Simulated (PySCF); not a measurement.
PySCF input (B3PW91/6-31G* (5d)):

```python
from pyscf import gto, dft

mol = gto.M(
    atom='''
    C    -2.37130481    0.24005937   -0.13574572
    C    -0.94002001    0.37207793    0.39622560
    C     0.11087895   -0.31149729   -0.48165021
    S     1.81930045   -0.15814887    0.14644682
    H    -2.66405344   -0.81183204   -0.21758690
    H    -3.10164373    0.73813505    0.51175033
    H    -2.46062372    0.67894364   -1.13488435
    H    -0.66952809    1.42803663    0.49390176
    H    -0.87125586   -0.05026678    1.40352482
    H     0.03182523    0.11439454   -1.49336930
    H    -0.17085234   -1.37086923   -0.57946342
    ''',
    basis='6-31g*',
    charge=-1,
    spin=0,
    verbose=4,
)

mf = dft.RKS(mol, xc='b3pw91')
mf.grids.level = 3
mf.conv_tol = 1e-9
mf.max_cycle = 100
mf.max_memory = 1500
mf.kernel()
if not mf.converged:
    mf = mf.newton()
    mf.kernel(mf.make_rdm1())
mf.dip_moment()
```

From the output:

```
[INPUT]  7 H     -2.460623720000   0.678943640000  -1.134884350000 AA   -4.649904926408   1.283017533615  -2.144620604555 Bohr   0.0
[INPUT]  8 H     -0.669528090000   1.428036630000   0.493901760000 AA   -1.265224722803   2.698598126547   0.933339058841 Bohr   0.0
[INPUT]  9 H     -0.871255860000  -0.050266780000   1.403524820000 AA   -1.646434959822  -0.094990447364   2.652277518829 Bohr   0.0
[INPUT] 10 H      0.031825230000   0.114394540000  -1.493369300000 AA    0.060140968551   0.216174350746  -2.822058979833 Bohr   0.0
[INPUT] 11 H     -0.170852340000  -1.370869230000  -0.579463420000 AA   -0.322864130341  -2.590567397293  -1.095027163004 Bohr   0.0

nuclear repulsion = 151.628443431392
number of shells = 40
number of NR pGTOs = 160
number of NR cGTOs = 74
basis = 6-31g*
ecp = {}

******** <class 'pyscf.dft.rks.RKS'> ********
method = RKS
initial guess = minao
damping factor = 0
level_shift factor = 0
DIIS = <class 'pyscf.scf.diis.CDIIS'>
diis_start_cycle = 1
diis_space = 8
diis_damp = 0
SCF conv_tol = 1e-09
SCF conv_tol_grad = None
SCF max_cycles = 100
direct_scf = True
direct_scf_tol = 1e-13
XC library pyscf.dft.libxc version 7.1.2
    S. Lehtola, C. Steigemann, M. J. T. Oliveira, and M. A. L. Marques,  SoftwareX 7, 1–5 (2018)
XC functionals = b3pw91
    A. D. Becke,  J. Chem. Phys. 98, 5648 (1993)
radial grids:
    Treutler-Ahlrichs [JCP 102, 346 (1995); DOI:10.1063/1.469408] (M4) radial grids

becke partition: Becke, JCP 88, 2547 (1988); DOI:10.1063/1.454033
pruning grids: <function nwchem_prune>
grids dens level: 3
symmetrized grids: False
atomic radii adjust function: <function treutler_atomic_radii_adjust>
small_rho_cutoff = 0
Set gradient conv threshold to 3.16228e-05
Initial guess from minao.
tot grids = 129896
init E= -516.64477721732
  HOMO = -0.270402187923477  LUMO = -0.0168434335518186  gap/eV = 6.89969
cycle= 1 E= -516.54770147444  delta_E= 0.0971  |g|= 0.512  |ddm|= 2.85
  HOMO = 0.154604140252152  LUMO = 0.257685564794441  gap/eV = 2.80499
cycle= 2 E= -516.556185898225  delta_E= -0.00848  |g|= 0.531  |ddm|= 1.96
  HOMO = 0.0465687553743091  LUMO = 0.239802261121731  gap/eV = 5.25815
cycle= 3 E= -516.646161598822  delta_E= -0.09  |g|= 0.0261  |ddm|= 0.926
  HOMO = 0.0390673620220011  LUMO = 0.24187348365037  gap/eV = 5.51864
cycle= 4 E= -516.646208751275  delta_E= -4.72e-05  |g|= 0.0247  |ddm|=  0.1
  HOMO = 0.0400534848153059  LUMO = 0.240912956821831  gap/eV = 5.46566
cycle= 5 E= -516.646383124004  delta_E= -0.000174  |g|= 0.00351  |ddm|= 0.0383
  HOMO = 0.0398893197605218  LUMO = 0.240801173813397  gap/eV = 5.46709
cycle= 6 E= -516.64638617806  delta_E= -3.05e-06  |g|= 0.000885  |ddm|= 0.00407
  HOMO = 0.0398189845104058  LUMO = 0.240807479088209  gap/eV = 5.46918
cycle= 7 E= -516.646386359191  delta_E= -1.81e-07  |g|= 0.000292  |ddm|= 0.00127
  HOMO = 0.039847735795705  LUMO = 0.240800097359103  gap/eV = 5.46819
cycle= 8 E= -516.64638638188  delta_E= -2.27e-08  |g|= 3.62e-05  |ddm|= 0.000343
  HOMO = 0.0398479352525552  LUMO = 0.240800896966652  gap/eV = 5.46821
cycle= 9 E= -516.646386382266  delta_E= -3.85e-10  |g|= 4.47e-06  |ddm|= 6.37e-05
  HOMO = 0.0398482688276224  LUMO = 0.240801267522587  gap/eV = 5.46821
Extra cycle  E= -516.646386382269  delta_E= -3.07e-12  |g|= 4.25e-06  |ddm|= 1.26e-05
converged SCF energy = -516.646386382269

WARN: System has nonzero charge -1; the dipole moment is origin-dependent.
Location of origin: [0. 0. 0.]

Dipole moment(X, Y, Z, Debye): -7.31165,  0.56348, -0.70583
```

The dipole moment of an ion depends on the origin.

The geometry given is a B3LYP-D3(BJ)/def2-TZVP minimum.
